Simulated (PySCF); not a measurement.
**Distorted geometries of [Lu(H2O)3]3+**

[Lu(H2O)3]3+ (singlet). PySCF 2.14.0, RKS B3LYP, Lu def2-SVP with ECP28, O def2-SVP, H def2-SVP; non-relativistic Hamiltonian with scalar-relativistic core potentials where named; density fitting; no spin-orbit coupling. Relaxed geometry:

```xyz
10

Lu    0.0000    0.0000    0.0000
O     2.1601    0.0000    0.0000
H     2.7777   -0.7398    0.2431
H     2.7777    0.7397   -0.2431
O    -1.0800    1.8707    0.0000
H    -0.7482    2.7755    0.2431
H    -2.0295    2.0357   -0.2431
O    -1.0801   -1.8707    0.0000
H    -2.0295   -2.0357    0.2431
H    -0.7482   -2.7755   -0.2431
```

Order these distorted geometries by energy above the relaxed one, lowest first.
A.
```xyz
10

Lu   -0.1818   -0.0510   -0.0637
O     2.1693   -0.0171   -0.0332
H     2.8027   -0.6791    0.1887
H     2.8075    0.7506   -0.1017
O    -1.0227    1.8670   -0.0477
H    -0.7606    2.6490    0.1858
H    -2.1166    1.9980   -0.1338
O    -1.0325   -1.8164    0.1123
H    -1.9461   -1.9632    0.1919
H    -0.7192   -2.7377   -0.2986
```
B.
```xyz
10

Lu   -0.0241   -0.0080   -0.0104
O     2.1282    0.0404    0.0266
H     2.7703   -0.7573    0.2044
H     2.7858    0.7544   -0.2697
O    -1.1050    1.8536    0.0424
H    -0.7209    2.7940    0.2362
H    -2.0194    2.0253   -0.2404
O    -1.0762   -1.8420    0.0345
H    -2.0333   -2.0360    0.2103
H    -0.7054   -2.8245   -0.2339
```
C.
```xyz
10

Lu    0.0280    0.1868   -0.1112
O     2.3361   -0.1530   -0.0294
H     2.7794   -0.6169   -0.0517
H     2.8693    0.6241   -0.3262
O    -1.2260    1.5416    0.1323
H    -0.5769    2.7862    0.2399
H    -2.1123    1.9759   -0.2424
O    -1.2978   -1.8058    0.1318
H    -2.0470   -1.9818    0.3546
H    -0.7528   -2.5571   -0.0976
```

B (0.27 eV), A (1.71 eV), C (11.46 eV).

Which forces (eV/Å) act in the one that lies 0.27 eV up?


```
Lu   0.20  0.43  0.13
O    1.74 -0.91 -0.21
H   -1.05  1.29 -0.16
H   -0.64 -0.46  0.32
O    1.57  1.21  0.32
H   -0.70 -1.35 -0.21
H   -0.90  0.25 -0.15
O    0.85 -2.98 -0.89
H   -0.09  0.04  0.10
H   -0.96  2.49  0.75
```
Forces carry noise of the integration grid, about 0.01 to 0.03 eV/Å.

A frequency check found unstable modes (1, the lowest at -29 cm⁻¹), so the relaxed geometry is a saddle point, or these are noise.
